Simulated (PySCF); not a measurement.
Structure problem from calculated spectra and properties.

Formula: C7H11Cl.

* Rotational structure: rotational constants A, B, C: 4.548, 0.932, 0.803 GHz [GFN2-xTB]
* NMR, other nuclei: isotropic shieldings of nuclei other than C and H, by class: 773 (1 Cl) ppm [GIAO PBE0/pcSseg-1]
* Polarisability: 95.0 au [PBE0/def2-SVPD]
* Dipole: 2.53 D [PBE0/def2-SVPD]
* 13C NMR: chemical shifts (computed TMS as zero) by class: 141.7 (1 C), 127.6 (1 C), 62.1 (1 C), 41.2 (1 C), 37.8 (1 C), 34.8 (1 C), 26.5 (1 C) ppm [GIAO PBE0/pcSseg-1]
* UV, first state: lowest singlet excitation: 6.26 eV (198 nm, f = 0.016) [TDDFT PBE0/def2-SVPD]
* UV, strongest line: among the 6 lowest singlet transitions: S2 at 6.91 eV (179 nm, f = 0.197) [TDDFT PBE0/def2-SVPD]

The electronic properties come from PySCF, for the isolated species, density fitting. Levels stand in brackets. Isolated species at its GFN2-xTB geometry (one conformer only). NMR values are class means; diastereotopic atoms form classes of their own.

Task: Propose a structure and show how it fits.

Result: Numbering: `[CH3:1][C:2]1=[CH:3][CH2:4][C@H:5]([Cl:6])[CH2:7][CH2:8]1`. Its formula, C7H11Cl, gives 2 degrees of unsaturation: 1 ring and 1 π bond in the structure found. 7 carbons fall into 7 classes; from least to most shielded: fully substituted alkene carbon [C2] (141.7 ppm), alkene CH carbon [C3] (127.6 ppm), sp3 C–Cl carbon [C5] (62.1 ppm), allylic carbon [C4] (41.2 ppm), ring CH2 carbon [C7] (37.8 ppm), allylic carbon [C8] (34.8 ppm), allylic carbon [C1] (26.5 ppm). The other shieldings belong to: 773 ppm, alkyl chlorine [Cl6]. The optimised geometry has point group C1 and is an asymmetric top. Structure: `CC1=CC[C@H](Cl)CC1`. Computed isomers that give other values at the same levels: `CC1=CC[C@H]1CCCl` (13C chemical shifts (computed TMS as zero) by class: 159.2 (1 C), 134.9 (1 C), 49.1 (1 C), 42.7 (1 C), 40.3 (1 C), 34.4 (1 C), 17.2 (1 C) ppm); `C[C@@]12C[C@@H]1CC[C@H]2Cl` (13C chemical shifts (computed TMS as zero) by class: 72.8 (1 C), 36.9 (1 C), 33.1 (1 C), 29.3 (1 C), 28.4 (1 C), 20.9 (1 C), 16.9 (1 C) ppm); `C[C@@H]1C2(CC2)[C@@]1(C)Cl` (13C chemical shifts (computed TMS as zero) by class: 55.6 (1 C), 29.9 (1 C), 29.1 (1 C), 23.1 (1 C), 14.3 (1 C), 11.0 (1 C), 8.1 (1 C) ppm). The assignments are read from this structure; whether some other isomer fits the data as well wasn't checked. The mirror image fits equally.
